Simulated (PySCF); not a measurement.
**Two-dimensional NMR puzzle**

Compound of formula C7H7FO. Correlations simulated from computed shifts and the bond graph:

HSQC (one-bond C–H):
```
  δH     δC
7.99  132.8
7.50  134.9
7.44  130.0
7.20  120.7
4.99   64.5
```

COSY cross peaks (H two or three bonds apart, from the bond graph; peaks can be absent where the dihedral angle is near 90°):
```
  δH    δH
7.99  7.44
7.50  7.44
7.50  7.20
```

HMBC (two and three bonds, from the bond graph):
```
  δH                                δC
7.99  169.4, 138.3, 134.9, 130.0, 64.5
7.50        169.4, 132.8, 130.0, 120.7
7.44        138.3, 134.9, 132.8, 120.7
7.20        169.4, 138.3, 134.9, 130.0
4.99               169.4, 138.3, 132.8
```

Carbons without hydrogens: δ 169.4, 138.3.

Fast rotation and ring inversion assumed for equivalent nuclei, non-relativistic Hamiltonian, in vacuum, a single conformation. B97-2/pcSseg-2 with gauge-including orbitals; geometry from PBE0-D3(BJ)/def2-TZVP; PySCF 2.14.

δ = σ(ref) − σ, references computed at the same level: 1H (31.64 ppm) and 13C (185.38 ppm) against TMS.

Exchangeable hydrogens are left out of these lists.

Assemble the structure.

Results:

`InChI=1S/C7H7FO/c8-7-4-2-1-3-6(7)5-9/h1-4,9H,5H2`.

Atoms are numbered as in `[OH:1][CH2:2][c:3]1[cH:4][cH:5][cH:6][cH:7][c:8]1[F:9]`. Each H is labelled by its parent atom.

- δC 169.4 is C8, an aromatic carbon bearing fluorine.
- δC 138.3 is C3, a substituted aromatic carbon.
- δC 134.9 is C6, an aromatic CH (δH 7.50).
- δC 132.8 is C4, an aromatic CH (δH 7.99).
- δC 130.0 is C5, an aromatic CH (δH 7.44).
- δC 120.7 is C7, an aromatic CH (δH 7.20).
- δC 64.5 is C2, an sp3 CH2 bonded to O, on an aromatic ring (δH 4.99).
- HMBC from δH 7.99 reaches the proton-free carbons C8, C3.
- HMBC from δH 7.50 reaches the proton-free carbon C8.
- HMBC from δH 7.44 reaches the proton-free carbon C3.
- HMBC from δH 7.20 reaches the proton-free carbons C8, C3.
- COSY links 7.99–7.44, 7.50–7.44, 7.50–7.20.

The shifts were computed for this structure.

Exchangeable OH/NH protons stand at their gas-phase positions; hydrogen bonding in a real sample shifts them, mostly to higher δ. Shifts are as computed. Against solution values, carbons near 30 ppm lie about +3 ppm off and those near 130 ppm about +7 ppm. Of 1309 compounds with measured shifts, 239 miss one by over three times the rms of a fit or turn the order of signals round; such compounds aren't used in these exercises.
